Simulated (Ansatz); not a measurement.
`N[SiH2]OCO` at its PBE0-D4/def2-TZVP geometry, where that method's forces vanish. The species carries charge 0 and has multiplicity 1.

```tsv
atom	x (Å)	y (Å)	z (Å)
N1	-0.7795	-1.8377	1.3874
Si2	-0.7468	-0.6467	0.1725
O3	0.7282	0.1086	0.0759
C4	0.8735	1.4066	-0.4142
O5	0.5629	1.5071	-1.7714
H6	-0.6699	-1.6041	2.3604
H7	-0.4667	-2.7743	1.1948
H8	-1.0517	-1.3476	-1.0977
H9	-1.7392	0.4171	0.4793
H10	1.9092	1.7043	-0.2150
H11	0.1893	2.0975	0.0909
H12	1.1908	0.9692	-2.2632
```

(1) For each bond, give half the difference of the two atoms' forces along it (eV/Å; positive pushes the atoms apart) under PBE-D4, r2SCAN-D4, B3LYP-D4, ωB97M-V in def2-TZVPP. (An estimate is asked.)

## Answers

(1) Computed: 
| bond | length (Å) | PBE-D4 | r2SCAN-D4 | B3LYP-D4 | ωB97M-V |
| --- | --- | --- | --- | --- | --- |
| N1–Si2 | 1.702 | 0.03 | 0.00 | 0.08 | 0.10 |
| N1–H6 | 1.007 | 0.20 | 0.02 | -0.01 | -0.03 |
| N1–H7 | 1.006 | 0.19 | 0.01 | -0.01 | -0.03 |
| Si2–O3 | 1.660 | 0.23 | -0.03 | 0.05 | 0.04 |
| Si2–H8 | 1.482 | 0.00 | -0.04 | -0.13 | -0.16 |
| Si2–H9 | 1.487 | 0.01 | -0.03 | -0.10 | -0.14 |
| O3–C4 | 1.395 | 0.25 | 0.26 | 0.23 | 0.19 |
| C4–O5 | 1.396 | 0.32 | 0.26 | 0.31 | 0.24 |
| C4–H10 | 1.096 | 0.03 | -0.11 | -0.19 | -0.18 |
| C4–H11 | 1.096 | 0.07 | -0.09 | -0.16 | -0.16 |
| O5–H12 | 0.962 | 0.40 | 0.01 | -0.04 | -0.10 |

B3LYP here is the variant with VWN-RPA as its local correlation; programs differ in this.
